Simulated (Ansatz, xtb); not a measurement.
## F2H3SiSn: 3 structures ranked

3 gas-phase structures of F2H3SiSn, found in a search over its isomers (lower ones may exist). Each was relaxed with GFN2-xTB; where two conformers were screened, the lower at r2SCAN-D4/def2-SVP is listed:

A. `F[SiH2][SnH][F]`, a doublet
B. `F[SiH](F)[SnH2]`, a doublet
C. `F[Si](F)[SnH3]`, a doublet

**Question.** Which do you expect lowest at r2SCAN-D4/def2-SVP, and how would the others follow?

**Answer.** Calculated order at r2SCAN-D4/def2-SVP: B (0.000), C (0.687), A (1.008) eV.

Energies above the lowest of each column, in eV; the last columns are at PBE0-D3(BJ)/def2-SVP geometries:

| structure | GFN2-xTB | HF/STO-3G | r2SCAN-D4/def2-SVP | PBE0-D3(BJ)/def2-SVP | CCSD(T)/def2-SVP + ΔMP2/def2-TZVPP |
| --- | --- | --- | --- | --- | --- |
| B | 0.000 | 0.000 | 0.000 | 0.000 | 0.000 |
| C | 0.960 | 0.088 | 0.687 | 0.686 | 0.755 |
| A | 0.180 | 1.605 | 1.008 | 0.907 | 1.031 |

Every level run on B puts it lowest or level with the lowest. Flexible structures stand in one conformer each, not always the lowest. The ΔMP2 step shifts differences by up to 0.130 eV, which makes them less sure. Open shells are spin-unrestricted. Atoms past krypton carry core potentials in the def2 sets, without spin–orbit terms. ΔMP2 is the change of the MP2 energy from the smaller to the larger basis.

Programs: Ansatz 0.2.0, xtb 6.7.1.
